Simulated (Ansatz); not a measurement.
Input file for Ansatz (a quantum-chemistry and plane-wave program): R-B3LYP/def2-TZVPPD on Cl2H4Si (a complex), monomers drawn apart or pushed together. Files ending in .json are basis or fitting sets from the Basis Set Exchange.

Ansatz 0.2 input:
```yaml
crystal:
  periodic: [false, false, false]
  atoms:
    - {symbol: Cl, position_ang: [0.18137012, 0.42715245, -0.08155604]}
    - {symbol: H, position_ang: [-0.08917065, -0.45574490, 0.81766539]}
    - {symbol: Si, position_ang: [0.00354550, 0.56264258, 4.18252890]}
    - {symbol: Cl, position_ang: [-0.44773781, -1.34665107, 3.48509862]}
    - {symbol: H, position_ang: [-0.09121902, 0.52326297, 5.65371885]}
    - {symbol: H, position_ang: [-0.98128671, 1.49759485, 3.61135696]}
    - {symbol: H, position_ang: [1.37178325, 0.89204382, 3.74685624]}
basis:
  gaussian:
    orbitals: def2-TZVPPD.json
hamiltonian:
  xc: {name: B3LYP}
scf: {lower_state_search: off}
```

Task: Give the final energy of this run.

Result: -1212.4385 hartree.

Task: How many basis functions does it have, and what does it roughly cost on one machine?

Result: 218 functions; roughly 7 core-seconds.
